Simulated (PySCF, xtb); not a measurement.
CH5ClFNSi, SMILES C[Si@](N)(Cl)F. One conformer was computed; it need not be the lowest.

Harmonic wavenumbers (cm⁻¹) from GFN2-xTB run with xtb at its own minimum, in rising order: 89, 121, 147, 180, 211, 230, 265, 407, 486, 720, 775, 800, 827, 865, 948, 1385, 1475, 1476, 1498, 3040, 3042, 3048, 3499, 3539.

Q: What does r2SCAN-D4/def2-SVP (PySCF 2.14.0) give at its own minimum? (The exact figures need the calculation; the answer reports its results.)

A: 136, 145, 171, 249, 272, 274, 312, 363, 522, 699, 734, 784, 858, 874, 948, 1269, 1423, 1426, 1534, 3043, 3146, 3163, 3585, 3687. Paired by order, the mean absolute difference is 51 cm⁻¹ and the zero-point energies are 41.6 and 42.3 kcal/mol.
